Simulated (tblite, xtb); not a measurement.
C$_{6}$H$_{15}$Al (SMILES C[CH2][Al]([CH2]C)[CH2]C), singlet, at a GFN2-xTB geometry (such geometries of metal compounds can be far from the true shape). Base run: GFN1-xTB run with xtb 6.7.1.

Input for xtb:
```
$ xtb mol.xyz --gfn 1 --json

# file mol.xyz
22

Al     0.23254875    -0.09127216     0.17781867
C      1.60822037     0.29411525    -1.23879162
C      1.28366688     1.38923772    -2.26742086
H      1.87585448    -0.62020127    -1.79032132
H      2.53321401     0.57609625    -0.70786354
H      1.06813100     2.33432054    -1.77027088
H      0.41262384     1.11732709    -2.85999573
H      2.11890541     1.54863674    -2.95129636
C     -1.76368020    -0.03452995    -0.07842335
C     -2.25206622     0.36624641    -1.47916509
H     -2.21743853     0.64744823     0.65749449
H     -2.18599895    -1.02150165     0.16760771
H     -1.84026666    -0.30078311    -2.23581630
H     -1.93818296     1.38058695    -1.72020746
H     -3.34027682     0.32383459    -1.54743145
C      0.94484373    -0.58959003     1.99107131
C     -0.08642383    -1.31826703     2.86693314
H      1.30181723     0.29398901     2.54049732
H      1.83528786    -1.22749113     1.88612950
H     -0.38163133    -2.26093079     2.40736096
H     -0.98435636    -0.71320404     2.98806130
H      0.31181976    -1.53486371     3.85918757
```

Programs used: tblite, xtb; a row that names a program was run with it.

The base run was repeated with changes; each row names its change, and settings that it needs were set with it.

```csv
change,ΔE vs base (mEh),HOMO-LUMO gap (eV),dipole (D),G_solv (kcal/mol),SCF cycles
base,0.000,4.67,0.04,-,9
etemp = 10000,[?],[?],[?],-,9
"program = tblite; method = gfn1; option = (--alpb, water)",0.831,-,-,-,-
program = tblite; method = gfn1; option = --spin-polarized,0.000,-,-,-,-
alpb = acetone,[?],4.67,0.05,[?],8
gbsa = methanol,[?],4.67,0.05,[?],8
alpb = water,0.576,4.67,0.05,0.35,8
"program = tblite; method = gfn1; option = (--guess, eeq)",0.000,-,-,-,-
"program = tblite; method = gfn1; option = (--efield, 0,0,0.1)",-0.138,-,-,-,-
acc = 0.1,0.000,4.67,0.04,-,10
acc = 30,0.000,4.67,0.04,-,7
```

Task: Some entries are withheld; supply them.

Result: 
- etemp = 10000, ΔE vs base (mEh): -15.615
- etemp = 10000, HOMO-LUMO gap (eV): 4.69
- etemp = 10000, dipole (D): 0.08
- alpb = acetone, ΔE vs base (mEh): -8.493
- alpb = acetone, G_solv (kcal/mol): -5.35
- gbsa = methanol, ΔE vs base (mEh): -7.149
- gbsa = methanol, G_solv (kcal/mol): -4.49

ALPB and GBSA are two models with their own fitted parameters for each solvent, which aren't always the measured dielectric constant.
